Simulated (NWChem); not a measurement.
BN$_{2}$H$_{4}$F; SMILES NB(N)F

```xyz
8

B      0.0000     0.0000    -0.0186
F      0.0000     0.0000    -1.3688
N     -1.2511     0.0000     0.6366
H     -2.1136     0.0000     0.1123
H     -1.3715     0.0000     1.6376
N      1.2511     0.0000     0.6366
H      1.3715     0.0000     1.6376
H      2.1136     0.0000     0.1123
```
Atoms are numbered in this order, from 1.

Results from NWChem. Pople sets run with spherical d functions. Medium grid unless said otherwise, to which SCAN and Minnesota functionals are sensitive. Geometry: optimised at PBE0/def2-SVP. Hybrids' shares of exact exchange are those that their runs print; pure functionals count as 0. The functionals differ in more than this share.

| row | share of exact exchange | highest occupied level (eV) |
|---|---|---|
| PBE/6-31G* | 0.00 | -5.06 |
| BLYP/6-31G* | 0.00 | -4.89 |
| B3LYP/6-31G* | 0.20 | -6.33 |
| MN15/6-31G* | 0.44 | withheld |
| BHandHLYP/6-31G* | 0.50 | -8.06 |

Question: Fit a straight line of the last column on the one before it, predict the withheld value, and compare with the run.

Answer: 
1. Means of the 4 shown rows: x = 0.175, y = -6.085. Slope Σ(x − x̄)(y − ȳ)/Σ(x − x̄)² = -1.037/0.1675 = -6.188; intercept -5.002.
2. The shown rows scatter about the line by 0.080 (root mean square); the largest residual is +0.11, at BLYP/6-31G*.
3. At x = 0.44 (MN15/6-31G*; inside the shown range) the line gives -7.72.
4. The run gives -7.46, +0.26 from the line, 3.3 times the scatter.
